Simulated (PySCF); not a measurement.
Si(CCH)(Cl)2(Me) (C₃H₄Cl₂Si), SMILES C#C[Si](C)(Cl)Cl.

Geometry: PBE0-D3(BJ)/def2-SVP.

The numbers are results of PBE/def2-TZVP in PySCF, not measurements.

Isolated molecule, no solvent.

```
Item                                                                                                            Value
---------------------------------------------------------------------------------------------  ----------------------
total energy                                                                                      -1326.08188 hartree
point group                                                                                                        Cs
highest occupied level                                                                                       -7.32 eV
lowest empty level                                                                                           -1.59 eV
orbital gap                                                                                                   5.73 eV
dipole moment                                                                                                  2.18 D
quadrupole, principal values (traceless, Buckingham form, about the centre of nuclear charge)  -7.01, -1.72, 8.72 D·Å
mean static polarisability                                                                      82.0 bohr³ (12.16 Å³)
polarisability, principal values                                                               72.0, 76.8, 97.3 bohr³
```
